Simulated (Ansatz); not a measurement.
A search over several starts for the lowest SCF solution of the cluster Cs₃H₄ at the given spin, in a small basis.

```yaml
crystal:
  periodic: [false, false, false]
  atoms:
    - {symbol: Cs, position_ang: [-0.720712, -1.040345, -2.131091]}
    - {symbol: Cs, position_ang: [-0.275687, 2.444643, 0.311266]}
    - {symbol: Cs, position_ang: [0.393491, -1.437997, 1.979759]}
    - {symbol: H, position_ang: [0.841120, -2.807808, -0.499752]}
    - {symbol: H, position_ang: [-1.667959, -0.096378, 0.442639]}
    - {symbol: H, position_ang: [0.068772, 1.699526, -2.436160]}
    - {symbol: H, position_ang: [1.360976, 1.238360, 2.333329]}
basis:
  gaussian: {orbitals: def2-SVP}
magnetization: {spin_polarized: true, initial_magnetization: 1}
hamiltonian: {xc: pbe0, dispersion: d4}
output: {orbitals: {seedname: orbitals}}
```

```sh
$ ansatz run in.yaml --threads 4 --pin off --events-out ev --progress --plain --max-ram 3916MiB
```

Shortened log:

```
Functional definition: PBE0
  name "PBE0"
  cite "Adamo & Barone, J. Chem. Phys. 110, 6158 (1999) doi:10.1063/1.478522"
  cite "Perdew, Burke & Ernzerhof, Phys. Rev. Lett. 77, 3865 (1996) doi:10.1103/PhysRevLett.77.3865"
  parent pbe
  parameter a = 0.25
  parameter kappa = 0.804
  parameter beta = 0.06672455060314922
  exchange = (1 - a)*pbe_x(kappa = kappa, mu = beta*pi^2/3) + a*exact_x
  correlation = pbe_c(beta = beta)
994 factors; their error is unknown
mean field evaluation 1: about -1702.9990 eV, gradient 1.6e1 eV
mean field evaluation 2: about -1701.6288 eV, gradient 1.7e1 eV
mean field evaluation 4: about -1705.4605 eV, gradient 5.2e0 eV
mean field evaluation 8: about -1705.8523 eV, gradient 5.7e-1 eV
mean field evaluation 16: about -1705.8732 eV, gradient 1.2e-3 eV
mean field evaluation 32: about -1705.7520 eV, gradient 9.8e-1 eV
mean field evaluation 64: about -1705.8353 eV, gradient 1.4e0 eV
mean field -1705.87318514 eV, -62.6896832714 hartree, gradient 1.8e-5 eV, S^2 0.774541; 9 other end points of the search recorded, 0 dependent functions left out
reference -1705.87326228 eV, -62.6896861063 hartree; 16, 15 occupied and 76, 77 virtual orbitals, 994 factors
Total energy: -1706.12255523 eV, -62.6988474533 hartree
```

Hardware: 4 threads of Arm Neoverse V2 on a shared host. Wall time 13 s.

In the def2 sets Cs takes a core potential; there is no spin–orbit coupling. The structure comes from a short search, and lower isomers may exist.
